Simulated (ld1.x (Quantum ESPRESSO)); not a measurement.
What one change does to a pseudopotential (In (Z = 49), TM)

* Element: indium (In)
* Generator: ld1.x (Quantum ESPRESSO) 7.5
* Type: norm-conserving Troullier–Martins (Kleinman–Bylander form)
* Functional: LDA (PZ)
* Relativity: fully relativistic
* Frozen core: [Kr] 4d10
* Valence charge: 3
* Reference configuration: 5s2 5p0.75 (charge +0.25)
* Partial waves: 5p (bound): rc 1.90 bohr; 5d channel at -0.05 Ry: rc 2.50 bohr; 5s (bound): rc 2.35 bohr
* Local potential: the s channel
* Core correction: none

Open shells are filled in proportion to 2j + 1 (rel_dist='average').

Change: all radii scaled by about 1.05 (s 2.46, p 2.00, d 2.62 bohr).

Cutoffs: the cutoffs (Ry, on a coarse ladder) from which the occupation-weighted sum of valence levels, in a spherical-Bessel basis at the reference potential, stays within 10 and 1 mRy of its value at 400 Ry; they do not see the model core or the augmentation charge, which bear on the density cutoff. Errors are all-electron minus pseudo energies relative to the spin-unpolarised reference configuration.

**Question.** Predict the effect on cutoff, ghosts and configuration errors.

**Answer.** The potential gets softer (25 Ry and 35 Ry → 18 Ry and 30 Ry); the bound ghosts move from d, p to d; of the 7 tests that both files solve, the error grows in 0 and shrinks in 1 by more than 15 % and 0.3 meV (median size 11.2 → 11.3 meV). A larger radius leaves more room for a smooth pseudo-wave, so fewer plane waves are needed.

```csv
quantity,base,changed
"cutoff, loose",25 Ry,18 Ry
"cutoff, tight",35 Ry,30 Ry
loose cutoff by channel (10 mRy a level),"p 25 Ry, s 8 Ry","p 18 Ry, s 8 Ry"
bound ghosts,"p3/2, d3/2, d5/2","d3/2, d5/2"
"error for 5s2 5p1, meV [ΔE -0.85 eV]",+0.6,+0.6
"error for 5s2 5p0, meV [ΔE 4.76 eV]",+11,+11
"error for 5s1 5p0, meV [ΔE 24.42 eV]",+151,+151
"error for 5s0 5p3, meV [ΔE 11.29 eV]",+117,+96
"error for 5s1 5p1, meV [ΔE 11.44 eV]",+34,+31
"error for 5s2 5p0.5, meV [ΔE 1.20 eV]",+0.9,+0.9
"error for 5s2 5p1.3, meV [ΔE -1.43 eV]",+2.2,+2.2
```

 A true bound ghost makes a file unfit for plane-wave use even where its test errors are small: the radial tests pick states by their node count and pass the ghost by.
